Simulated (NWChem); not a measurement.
Molecule: C$_{4}$H$_{4}$ClF; SMILES C#CC[C@H](F)Cl

```xyz
10

C      0.6866    -2.5220    -0.5866
C      0.1754    -1.6893     0.1262
C     -0.4441    -0.6985     0.9940
C     -0.6439     0.6652     0.3543
F     -1.4274     0.5597    -0.7389
Cl     0.9098     1.4085    -0.1021
H      1.1425    -3.2562    -1.2249
H      0.1550    -0.5652     1.9092
H     -1.4402    -1.0541     1.3106
H     -1.1197     1.3602     1.0634
```
Atoms are numbered in this order, from 1.

Computed with NWChem. All runs use the structure optimised with PBE0/def2-SVP. Level M06-L/def2-SVP: energy and gradient on several grids; changes count from the extra-fine grid, which is no exact limit either.

**Question.** Which is the coarsest grid (coarse; medium; xcoarse; xfine; fine) from which on the energy stays within 500 μHa and each gradient component within 500 μHa/bohr of xfine?

**Answer.** medium.
| grid | size of the energy change (μHa) | largest change of a gradient component (μHa/bohr) | time, medium = 1 (rough) |
|---|---|---|---|
| xcoarse | 40000 | 9000 | about 1 |
| coarse | 200 | 900 | about 1 |
| medium | 90 | 300 | about 1 |
| fine | < 10 | 80 | about 1 |
| xfine | < 10 | < 30 | 3 |
